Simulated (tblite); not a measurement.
Species: C₄H₅ClFSi (doublet state).
SMILES: `FC1=C(Cl)[CH][SiH2]C1`

Method: GFN2-xTB as coded in tblite; computed harmonic values from a numerical Hessian at the method's own geometry, unscaled. Against measured fundamentals such values can be off by several per cent, at times by over 20. Modes of hydrogen on silicon can be 10 to 20 % off. Open shells enter through the occupations alone, without spin polarisation, and single modes of such species can be off by tens of per cent.

Harmonic wavenumbers (cm⁻¹): 83.7, 149.1, 192.0, 286.6, 330.8, 389.0, 463.4, 480.0, 484.6, 507.5, 632.0, 651.9, 674.3, 710.5, 756.9, 783.1, 828.0, 933.4, 1055.6, 1147.0, 1163.6, 1256.7, 1339.3, 1428.7, 1482.1, 2230.6, 2247.5, 2950.0, 2980.4, 3134.3.

A = 2945, B = 1362, C = 946.8 MHz; mass 134.983 u (most abundant isotopes); point group Cs, symmetry number 1; spin multiplicity 2.

Task: What is the zero-point energy?

Result: Half the sum of the wavenumbers: 15876 cm⁻¹ = 45.39 kcal/mol.

Task: What is S at 298.15 K and 1 bar for an ideal gas of classical rigid rotors and harmonic oscillators?

Result: Translation 40.64, rotation 28.83, vibration 17.68, spin (R ln 2) 1.38: S = 88.5 cal/(mol K).

Task: And Cp and H(298.15 K) − H(0)?

Result: Cp = 30.93 cal/(mol K), of which vibrations give 22.99 (their classical limit is 30 R = 59.6); H(298.15 K) − H(0) = 5.49 kcal/mol without the zero-point energy, 3.12 from vibrations.

Task: Which modes carry the vibrational entropy at 298.15 K?

Result: 83.7 cm⁻¹: 3.80; 149.1 cm⁻¹: 2.68; 192.0 cm⁻¹: 2.21; 286.6 cm⁻¹: 1.49; 330.8 cm⁻¹: 1.26; 389.0 cm⁻¹: 1.00 cal/(mol K); the other 24 give 5.24 together.

Task: Blend soft modes into free rotors: weight 1/[1 + (100 cm⁻¹/ν̃)⁴] for the oscillator and the rest for a rotor with moment μB/(μ + B), μ = h/(8π²ν), B = 10⁻⁴⁴ kg m². What vibrational entropy results?

Result: 17.15 cal/(mol K) in place of 17.68, which changes −T·S at 298.15 K by +0.16 kcal/mol.

Task: How do the functions run with temperature in this model?

Result: 
| T (K) | S (cal/(mol K)) | Cp (cal/(mol K)) | H − H(0) (kcal/mol) | G − H(0) (kcal/mol) | ln q(vib) |
| --- | --- | --- | --- | --- | --- |
| 100 | 65.6 | 13.8 | 1.02 | -5.54 | 0.58 |
| 200 | 77.9 | 22.8 | 2.84 | -12.73 | 1.97 |
| 300 | 88.7 | 31.1 | 5.55 | -21.06 | 3.66 |
| 500 | 107.5 | 42.6 | 13.02 | -40.75 | 7.30 |
| 800 | 129.8 | 52.0 | 27.35 | -76.51 | 12.53 |
| 1000 | 141.9 | 55.7 | 38.14 | -103.71 | 15.70 |

q(vib) and H(0) count from the zero-point level.

Task: What must be added to the electronic energy to get the Gibbs energy at 298.15 K and 1 bar?

Result: ZPE + [H(298.15 K) − H(0)] − T·S = 45.39 + 5.49 − 26.39 = 24.49 kcal/mol.

Hindered rotation and anharmonicity are outside this model.
